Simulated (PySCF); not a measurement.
C₃H₅N₃, SMILES N=c1[nH]cc[nH]1. Atoms are numbered in the order given.

```xyz
11

N     -0.1319     2.0735     0.0000
C     -0.0187     0.7957     0.0000
N     -1.0910    -0.0897     0.0000
C     -0.6593    -1.4130     0.0000
C      0.6946    -1.3970     0.0000
N      1.0892    -0.0550     0.0000
H      0.7810     2.5289     0.0000
H     -2.0447     0.2416     0.0000
H     -1.3495    -2.2510     0.0000
H      1.4083    -2.2150     0.0000
H      2.0411     0.2803     0.0000
```

The structure is a stationary point at B3LYP-D3(BJ)/def2-SVP.

Computed with CAM-B3LYP/def2-TZVP (PySCF).

Gas-phase values at a fixed geometry.

Computed frontier levels, gap, dipole moment and polarisability:
```yaml
highest_occupied_level: -6.47 eV
lowest_empty_level: 1.66 eV
orbital_gap: 8.13 eV
dipole_moment: 3.36 D
quadrupole, principal values (traceless, Buckingham form, about the centre of nuclear charge): -9.15, -6.93, 16.07 D·Å
mean_static_polarisability: 54.9 bohr³ (8.14 Å³)
polarisability_principal_values: 33.9, 58.5, 72.3 bohr³
```
